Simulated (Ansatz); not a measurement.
Ideal-gas functions of `C[O][Al]([F])[F]` at 800 K and 1 bar, from an Ansatz frequency run at PBE0-D4/def2-TZVP.

Molar mass 96.01 g/mol, point group Cs (symmetry number 1), electronic degeneracy 1, moments of inertia 78.239, 185.49, 260.566 u Å². Harmonic wavenumbers (cm⁻¹, unscaled): 79, 90, 108, 236, 284, 295, 632, 876, 941, 1185, 1193, 1245, 1489, 1496, 1502, 3021, 3090, 3099.

Use S(trans) = R[1.5 ln M + 2.5 ln T − 1.1517]; rotational temperatures θ = 24.2544 K / I; S(rot) = R[ln(√π/σ · √(T³/θAθBθC)) + 1.5]; for each mode x = 1.438777 ν̃/T, S = R[x/(eˣ − 1) − ln(1 − e⁻ˣ)] and H = RT x/(eˣ − 1); 1 cm⁻¹ = 0.0119627 kJ/mol; R = 8.31446 J/(mol·K).

Question: By hand: the entropy, in J/(mol·K).

Answer: Translation 186.3. Rotation: θ = 0.31, 0.1308, 0.0931 K, giving 123.8. Vibration, mode by mode: 24.55, 23.46, 21.95, 15.50, 13.99, 13.68, 7.68, 5.34, 4.87, 3.44, 3.40, 3.16, 2.23, 2.21, 2.19, 0.23, 0.21, 0.21, in all 148.3. Electronic 0.0. Sum 458.4 J/(mol·K).

Question: By hand: H − E and G − E in kJ/mol, counted from the electronic energy.

Answer: Zero-point energy ½ × 20861 × 0.0119627 = 124.8; thermal vibration 52.6; translation, rotation and pV give 4 RT = 26.6. H − E = 204.0 kJ/mol, and G − E = 204.0 − 800 × 458.4/1000 = -162.7 kJ/mol.

Vibration gives 32 % of the entropy, 70.0 J/(mol·K) of it from the modes under 150 cm⁻¹: soft modes count most, and the harmonic formula is weakest for them. The sum counts one conformer and one mirror image; others add a mixing term.
